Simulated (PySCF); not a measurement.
1-fluoro-1-methylcyclobutane (C₅H₉F), SMILES CC1(F)CCC1.

Geometry: PBE0-D3(BJ)/def2-SVP.

Level of theory: ωB97X/def2-TZVP run with PySCF.

Symmetry labels are those of the subgroup Cs that the program uses (full group Cs).

Computed valence orbital energies around the gap with their symmetry:
```tsv
orbital	symmetry	energy (eV)
HOMO−7	A"	-14.16
HOMO−6	A'	-13.92
HOMO−5	A'	-13.13
HOMO−4	A"	-13.05
HOMO−3	A'	-12.03
HOMO−2	A"	-12.02
HOMO−1	A'	-11.01
HOMO	A"	-10.93
LUMO	A'	3.11
LUMO+1	A'	3.75
LUMO+2	A'	4.04
LUMO+3	A"	4.46
```
